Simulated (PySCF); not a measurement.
Diatomic anions of Si with group 15

PBE0 with double-zeta basis sets in PySCF, for the lowest determinant that a PBE0 search found; no spin–orbit coupling. De refers to high-spin ground-configuration atoms (the charge goes to the atom of lower measured ionisation energy or higher electron affinity, which is not always the lowest computed limit). A positive dipole points towards Si; it is taken about the centre of mass and depends on that origin.

| M | basis | charged atom | state (unpaired electrons) | Re (Å) | ωe (cm⁻¹) | De (eV) | μ (D) |
| --- | --- | --- | --- | --- | --- | --- | --- |
| N | aug-cc-pV(D+d)Z/aug-cc-pVDZ | Si− | singlet (closed shell) | 1.588 | 1182 | 5.63 | 2.60 |
| P | aug-cc-pV(D+d)Z | Si− | singlet (closed shell) | 2.011 | 700 | 5.04 | 0.40 |
| Sb | def2-SVPD | Si− | singlet (closed shell) | 2.302 | 477 | n/a | -3.00 |

The shortest bond is that of SiN⁻ (1.588 Å), the longest that of SiSb⁻ (2.302 Å).

The rows differ in basis set, which adds steps of its own.

Down a group the atoms grow and get heavier, so bonds lengthen and wavenumbers fall; this series shows no clear exception.

Spin–orbit coupling is left out, which matters for elements this heavy, above all for dissociation energies. For an ion De counts to the pair picked by the measured ionisation energies or electron affinities, which need not be the lowest pair at this level.
